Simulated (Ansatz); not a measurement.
Ansatz input wanted

The species is GeF2 (3 atoms), meant as a singlet with charge 0.

```xyz
3

F    -0.6120    0.4045    1.2169
Ge    0.7591    1.6300    0.5990
F    -0.4533    2.7122   -0.1804
```

Settings wanted:

- basis set: def2-SVP
- integral approximation: automatic
- task: energy
- method: DFT
- functional: PBE
- dispersion: D4
- reference: RKS
- accuracy: medium

**Question.** Write the Ansatz 0.2.0 input and the command.

**Answer.** This one ran through:

in.yaml:
```yaml
crystal:
  periodic: [false, false, false]
  atoms:
    - {symbol: F, position_ang: [-0.612030, 0.404470, 1.216880]}
    - {symbol: Ge, position_ang: [0.759080, 1.629990, 0.599010]}
    - {symbol: F, position_ang: [-0.453330, 2.712200, -0.180430]}
basis:
  gaussian:
    orbitals: def2-SVP
hamiltonian:
  xc: pbe
  dispersion: d4
```

```bash
$ ansatz run in.yaml --threads 1 --pin off --max-ram 2610MiB --events-out events.jsonl --progress --plain --runs-dir runs
```

Calculated total energy: -2275.83576 Eh.
